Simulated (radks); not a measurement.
Values are calculated unless marked as measured or tabulated.
Problem. The lithium ion Li2+, 1s1. Level of theory: non-relativistic Kohn-Sham, exchange-only B88, spin-polarised, spherical densities, point nucleus (a radial shooting solver on a logarithmic mesh with Libxc functionals). Every spin shell is full or empty, so the densities are truly spherical. Functionals are evaluated on that one density, not self-consistently. Rank these orbital-free kinetic functionals by their error against the exact value of the orbitals, and give that value: Thomas-Fermi, von Weizsacker, TF + vW/9, APBEK, Thakkar, Pearson, LKT, PG1, DePristo-Kress, Ernzerhof.

Solution. Exact: 4.49238 hartree. From best to worst, with 100 (|E| - |E exact|)/|E exact| (equal figures are ties): von Weizsacker 0.00, APBEK +1.98, Thakkar +2.33, Pearson -2.44, TF + vW/9 +2.62, DePristo-Kress +2.74, Ernzerhof +6.49, Thomas-Fermi -8.49, PG1 +55.05, LKT +62.40.
